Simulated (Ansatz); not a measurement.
Reaction (hydrogen abstraction from a Te–H bond): `C=CC[TeH]` + H• → `C=CC[Te]`• + H₂

Program: Ansatz. Geometries: PBE0-D4/def2-TZVP. ΔE: electronic, gas phase. CCSD(T)/CBS adds triple-zeta CCSD(T) − MP2 to the extrapolated MP2 energy (def2 sets, frozen cores). This one scheme is used for every species, atoms too. DFT in def2-TZVPP. B3LYP here is the variant with VWN-RPA as its local correlation; programs differ in this. HSE06 is defined as in plane-wave codes. No spin–orbit coupling; open shells (•) take unrestricted orbitals. def2 core potentials past Kr. Bonds to Te are less sure, by a few kJ/mol each and by 10 to 20 or more in all where they break to atoms, as the def2 sets lack core-valence functions. Each species was taken in one conformer, which may not be the lowest.

CCSD(T)/CBS gives -146.7 kJ/mol.

(1) Another level gave -158.6 kJ/mol. Which?
A. SCS-MP2/def2-TZVPP
B. B3LYP-D4/def2-TZVPP
C. revPBE/def2-TZVPP
D. HSE06-D4/def2-TZVPP

Largest T1 diagnostic among the species: 0.013.

Results:

(1) B. B3LYP-D4 -158.6, revPBE -152.8, HSE06-D4 -141.7, SCS-MP2/def2-TZVPP -147.7 kJ/mol.

Leaving LDA and LC-ωPBE aside and taking each functional with its dispersion term where it has one, the values, not all of them listed here, spread over 19.4 kJ/mol, from BHLYP-D4 to PBE-D4. LDA lies +11.5 kJ/mol from PBE without D4.
